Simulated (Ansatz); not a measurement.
The first iterations of a band of C₂H₆BClFSb (12 atoms, charge 0, multiplicity 1).

Computed with RKS B3LYP-D4/def2-SVP (Ansatz 0.2.0).

```yaml
movable_images: 7
climbing_image: yes
spring: 5.0 eV/Å²
optimiser: quadratic models (default)
start_path: through a guess of the saddle point
force_threshold: 0.05 eV/Å
iteration_limit: 55
end_points: relaxed
```

First end point:

```xyz
12
Properties=species:S:1:pos:R:3
C -0.892 -0.727 1.243
B -0.159 -0.208 -0.036
C 1.350 -0.392 -0.360
Sb -1.360 1.052 -1.551
F 0.217 1.358 -2.681
Cl -0.951 2.820 0.058
H -0.277 -1.386 1.877
H -1.853 -1.226 1.031
H -1.150 0.167 1.843
H 1.752 0.325 -1.090
H 1.413 -1.394 -0.838
H 1.987 -0.443 0.539
```

Last end point:

```xyz
12
Properties=species:S:1:pos:R:3
C -0.684 -0.381 1.507
B 0.038 0.126 0.216
C 1.245 -0.553 -0.488
Sb -0.792 2.010 -0.827
F 0.552 1.919 -2.254
Cl -2.354 0.401 -1.752
H -0.262 -1.310 1.924
H -1.747 -0.568 1.264
H -0.696 0.389 2.300
H 2.138 -0.178 0.058
H 1.383 -0.260 -1.539
H 1.255 -1.651 -0.376
```

| iteration | highest image above the first end (eV) | largest band force component (eV/Å) |
| --- | --- | --- |
| 1 | 19.480 | 73.485 |
| 2 | 8.673 | 35.144 |
| 3 | 4.460 | 20.073 |
| 4 | 1.529 | 9.447 |
| 5 | 1.125 | 3.821 |
| 6 | 1.034 | 1.448 |
| 7 | 0.988 | 1.100 |
| 8 | 1.298 | 0.585 |
| 9 | 1.472 | 0.460 |

Question: Does the band converge within its limit, and where does its top end?

Answer: The run converged. It ended after 29 iterations with the highest image 1.267 eV above the first end. A vibrational analysis at the climbing image gives one clearly imaginary mode, 140i cm⁻¹: a first-order saddle point.

Run time: 18 min on 2 threads of Arm Neoverse V1, with other jobs on the host, peak memory 0.44 GiB.
